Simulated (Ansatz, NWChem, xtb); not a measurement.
# Ligand exchange: KBr + NaF → KF + NaBr

Gas-phase species: KBr, singlet; NaF, singlet; KF, singlet; NaBr, singlet. The partners trade Br for F: K–Br and Na–F bonds give way to K–F and Na–Br.

Shapes, held fixed at every level: PBE0-D4/def2-TZVP. Programs: Ansatz 0.2.0, NWChem 7.3.0, xtb 6.7.1. The zero-point and thermal change to 298 K, harmonic and unscaled (PBE0-D4/def2-TZVP), is -0.3 kJ/mol.

(1) Estimate ΔH(298 K) of this reaction.

## Answers

(1) The highest level, CCSD(T)/def2-TZVPP, gives ΔH(298 K) = +9.5 kJ/mol; the levels span +4.0 to +29.1. The column of differences is taken from that level and isn't an error. No measured value is set beside it here. Relativity is left out for Br. Outer-core shells of Br, K, Na are correlated, in sets that cover them unevenly. Sets without diffuse functions underbind ionic bonds of s-block metals.

```json
{"level": "GFN2-xTB", "kind": "semi-empirical", "ΔH(298 K) (kJ/mol)": "+29.1", "less CCSD(T)/def2-TZVPP": "+19.6"}
{"level": "HF/def2-SVP", "kind": "Hartree–Fock", "ΔH(298 K) (kJ/mol)": "+13.7", "less CCSD(T)/def2-TZVPP": "+4.2"}
{"level": "r2SCAN0-D4/def2-TZVPP", "kind": "global hybrid", "ΔH(298 K) (kJ/mol)": "+4.0", "less CCSD(T)/def2-TZVPP": "-5.5"}
{"level": "wB97X-V/def2-TZVPP", "kind": "range-separated hybrid", "ΔH(298 K) (kJ/mol)": "+4.7", "less CCSD(T)/def2-TZVPP": "-4.8"}
{"level": "B2PLYP/def2-TZVPP", "kind": "double hybrid", "ΔH(298 K) (kJ/mol)": "+5.1", "less CCSD(T)/def2-TZVPP": "-4.4"}
{"level": "MP2/def2-SVP", "kind": "perturbation theory", "ΔH(298 K) (kJ/mol)": "+15.8", "less CCSD(T)/def2-TZVPP": "+6.3"}
{"level": "MP2/def2-TZVPP", "kind": "perturbation theory", "ΔH(298 K) (kJ/mol)": "+9.9", "less CCSD(T)/def2-TZVPP": "+0.4"}
{"level": "CCSD/def2-SVP", "kind": "coupled cluster or CI", "ΔH(298 K) (kJ/mol)": "+14.4", "less CCSD(T)/def2-TZVPP": "+4.9"}
{"level": "CCSD(T)/def2-TZVPP", "kind": "coupled cluster or CI", "ΔH(298 K) (kJ/mol)": "+9.5", "less CCSD(T)/def2-TZVPP": "0.0"}
```
